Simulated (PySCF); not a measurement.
**Pauling's electronegativity from computed bond energies: partners of Cl**

PBE0 in PySCF with def2-TZVPPD on every atom, for the lowest determinant that a PBE0 search found; no spin–orbit coupling. De of Cl2 is 2.59 eV.

```
 B  De(B₂) (eV)  De(ClB) (eV)
 F         1.51          2.63
Cu         1.78          3.67
 H         4.53          4.56
```

With Δ = De(ClB) − [De(Cl₂) + De(B₂)]/2, give Δ and the electronegativity difference √(Δ/eV).



```tsv
B	Δ (eV)	√Δ
F	0.58	0.76
Cu	1.49	1.22
H	1.00	1.00
```

The rule was made for single bonds and measured bond energies; here it is fed with computed well depths. With the arithmetic mean Δ turns negative when the two homonuclear bonds differ much, as for alkali hydrides.

Closed-shell solutions of metal pairs were not tested for spin polarisation, which can lower them a little.
